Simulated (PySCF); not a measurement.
## Polarisability and C₆ of Zn(17+) (zinc, charge +17)

[Ne] 3s2 3p1, 2P determinant. All numbers are calculated (PySCF 2.14, scalar relativity by spin-free X2C-1e, in an even-tempered Gaussian basis (19 s from 1.2 bohr⁻², ratio 2.5; 12 p from 1.6 bohr⁻², ratio 2.5; 5 d from 7.8 bohr⁻², ratio 2.7; 4 f from 12 bohr⁻², ratio 2.7)). Coupled (time-dependent) response in atomic units; α is the mean over directions.

| method | mean α (bohr³) | α xx, yy, zz | C₆ (like pair) | S(−4) |
| --- | --- | --- | --- | --- |
| UHF | 0.1623 | 0.1811, 0.1246, 0.1811 | 0.04817 | 0.03497 |
| PBE0 | 0.1573 | 0.1763, 0.1194, 0.1763 | 0.04577 | 0.03328 |

S(−4) is the Cauchy moment in α(ω) = α(0) + S(−4) ω² + …

α(iu) at PBE0:

```csv
u (hartree),α(iu) (bohr³)
0,0.1573
0.200,0.1560
0.400,0.1522
0.800,0.1389
1.20,0.1218
1.60,0.1047
2.00,0.08933
3.00,0.06120
4.00,0.04424
6.00,0.02692
10.0,0.01453
```

A single London oscillator, α(iu) = α/(1 + u²/ω²), gives C₆ = (3/4) ω α². Matching the computed C₆ needs ω = 4 × 0.04577 / (3 × 0.1573²) = 2.47 hartree.

For an ion, C₆ is the dispersion term alone; charge-induced terms of lower order in 1/R come first.

The components differ because the open shell of this determinant is not spherical; for a pure term their mean is the scalar polarisability.
